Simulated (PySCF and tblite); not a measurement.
Values are calculated unless marked as measured or tabulated.
Barrier and rate of a rotation

System: C₅H₄O₃S, numbered as in [O:1]=[C:2]([OH:3])[c:4]1[cH:5][cH:6][c:7]([SH:8])[o:9]1.

Motion: rotation about the C2–O3 bond (torsion O1–C2–O3–H from 0° to 180°, rising). Level: PBE0/pcSseg-1 + D3(BJ) on GFN2-xTB stationary points, with GFN2-xTB thermal terms. Rates follow Eyring's equation with the number of equivalent paths and no tunnelling. (PySCF 2.14 with density fitting, tblite 0.8.)

| point | symmetry | E(GFN2) kcal/mol | E(DFT) kcal/mol | ZPE change kcal/mol | lowest mode cm⁻¹ | dipole D |
| --- | --- | --- | --- | --- | --- | --- |
| start | Cs | 0.0 | 0.0 | 0.00 | 69 | 1.94 |
| saddle | C1 | 12.3 | 11.6 | -1.07 | 578i | 3.74 |
| end | Cs | 4.8 | 3.2 | -0.25 | 72 | 4.77 |

```json
{"Electronic barrier": "11.6 kcal/mol", "Barrier with zero-point energy": "10.6 kcal/mol", "ΔH‡ (298 K)": "10.5 kcal/mol", "ΔS‡ (298 K, symmetry apart)": "-0.4 cal/(mol K)", "Paths": "2 equivalent paths", "End point": "a different minimum", "Mean lifetime of the start against this motion at 298 K": "4.7 µs", "Cost": "3.2 min on 1 thread of AMD EPYC, on a host shared with other jobs (rough), peak memory 0.84 GiB, launched as `OMP_NUM_THREADS=1 python ens_run.py task.json out`"}
```

```tsv
T/K	ΔG‡ kcal/mol	k s⁻¹	ΔG kcal/mol	k back s⁻¹
150	10.6	0.0025	3.0	53
200	10.6	23	3.0	4×10⁴
250	10.6	5860	2.9	2.2×10⁶
298	10.6	2.1×10⁵	2.9	2.9×10⁷
350	10.6	3.4×10⁶	2.9	2.2×10⁸
400	10.7	2.5×10⁷	2.9	9.4×10⁸
500	10.7	4.3×10⁸	2.8	7.2×10⁹
```

ΔG and ΔG‡ leave out symmetry numbers and mirror images; rates count paths: 2 out, 2 back.
